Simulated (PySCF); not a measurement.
CrBr₂ (quintet state).
Bonds: Cr1–Br2, Cr1–Br3.

Computed with PBE0-D3(BJ)/def2-SVP geometry optimisation, gas phase (PySCF 2.14.0).

Q: How far are the bound atoms from Cr1?

A: 2 atoms: Br3 2.325 Å, Br2 2.327 Å.

Q: What is the shape at Cr1?

A: Bent: angle 141.6°. Differences among atoms that C2v makes equivalent are scatter left by the optimiser.

Q: What are the rotational constants (commonest isotopes, rigid rotor)?

A: A = 22082, B = 663.8, C = 644.4 MHz: a near-prolate asymmetric top.

Point group: C2v (tolerance 0.08 Å). Charge 0, quintet. ⟨S²⟩ = 6.082 (exact for a quintet: 6.00). Whether it is a minimum is left open (no frequencies).


AlH₄ (charge -1).
Hydrogens: H2, H3, H4, H5 on Al1.

Method used: PBE0-D3(BJ)/def2-SVP geometry optimisation, gas phase (PySCF).

Problem. How far are the bound atoms from Al1?

Solution. 4 atoms: H4 1.651 Å, H2 1.651 Å, H5 1.651 Å, H3 1.651 Å.

Problem. What is the shape at Al1?

Solution. Tetrahedral: all angles 109.5°; τ4 = (360° − α − β)/141° = 1.00 with α and β the two widest (0 for a square, 1 for a tetrahedron).

Problem. What are the rotational constants (commonest isotopes, rigid rotor)?

Solution. A = 69025, B = 69003, C = 69000 MHz: a spherical top.

Point group: Td (tolerance 0.08 Å). Charge -1, singlet. The geometry's basis has no diffuse functions, a weakness for an anion. No PBE0-D3(BJ)/def2-SVP frequencies stand behind this structure, so it isn't proved a minimum.

Hardware: Arm Neoverse V1, one thread, shared host. Cost: 1.4 s of wall time, 0.25 GiB resident at most. That covers the optimisation of the geometry.
